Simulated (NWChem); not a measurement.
SiH$_{4}$Se; SMILES [SiH3][SeH]

```xyz
6

Si     0.0125     1.5116     0.0000
Se     0.0333    -0.7739     0.0000
H     -0.6681     2.0587     1.2111
H      1.4509     1.9041     0.0074
H     -0.6554     2.0601    -1.2175
H     -1.4355    -0.8727    -0.0004
```
Atoms are numbered in this order, from 1.

Program: NWChem. All runs use the structure optimised with PBE0/def2-SVP. Ions are spin-unrestricted doublets at the neutral geometry; other ion states weren't tried.

Q: Predict the results for PBE/def2-SVP. Quantities: vertical ionisation energy, ΔSCF (eV); −ε(HOMO) (eV).

A: 
| Quantity | Value |
|---|---|
| vertical ionisation energy, ΔSCF (eV) | 9.23 |
| −ε(HOMO) (eV) | 5.79 |
